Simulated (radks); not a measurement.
Results of a calculation; reference values are marked as such.
Q: Species: V5+. Configuration: [Ar]. Code: a radial shooting solver on a logarithmic mesh with Libxc functionals. Model: Dirac Kohn-Sham, BLYP, spin-unpolarised, spherical densities, finite nucleus; Fermi nuclear charge, rms radius 3.6002 fm.

Spin-orbit splittings of the eigenvalues, e(l+1/2) - e(l-1/2), with zeta = 2 splitting/(2l+1) and mean radii in bohr:

| shell | occ. | splitting (eV) | zeta (eV) | <r> j=l-1/2 | <r> j=l+1/2 |
|---|---|---|---|---|---|
| 2p | 6 | 7.099 | 4.733 | 0.2721 | 0.2749 |
| 3p | 6 | ? | ? | 0.9387 | 0.9452 |

Estimate the 3p splitting.

A: 0.9742 eV (zeta = 0.6494 eV).
